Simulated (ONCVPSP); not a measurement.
## Cutoff test, Mn (Z = 25), ONCV

Mn (Z = 25), optimised norm-conserving Vanderbilt (ONCV), made with ONCVPSP 4.0.1 (PBEsol, scalar-relativistic). Core [Ne], reference 3s2 3p6 3d5 4s2. Waves: 3s+4s: rc 1.55 bohr, ncon 4, nbas 8, qcut 8 1/bohr, 2 projectors; 3p: rc 1.20 bohr, ncon 4, nbas 7, qcut 13.9 1/bohr, 2 projectors, debl 1.5 Ha; 3d: rc 1.90 bohr, ncon 3, nbas 7, qcut 10 1/bohr, 2 projectors, debl 1.3 Ha. Local part: polynomial inside 0.90 bohr (lpopt 5, dvloc0 6 Ha). Core correction: polynomial model core, fcfact 0.5.

In the p channel the program set the typed energies aside and used -2.002, 0.250 Ha.

Problem. For each optimised wave give the share of its norm inside rc, the residual kinetic energy above qcut (Ha) and the cutoffs (Ha) for errors of 10, 1, 0.1 and 0.01 mHa per electron.

Solution.

```tsv
wave	norm inside rc	residual KE	10 mHa	1 mHa	0.1 mHa	0.01 mHa
3s	0.968	1.0e-06	8.2	18.2	24.2	28.2
4s	0.058	2.1e-06	6.1	15.1	23.6	28.7
3p	0.814	4.4e-08	22.4	28.7	54.7	68.8
p projector 2	0.055	3.7e-09	17.8	24.6	37.3	62.0
3d	0.852	5.0e-08	27.1	32.9	37.4	41.4
d projector 2	0.096	2.2e-08	25.2	32.1	37.3	41.8
```

The occupied waves need 33 Ha and 55 Ha for 1 and 0.1 mHa.
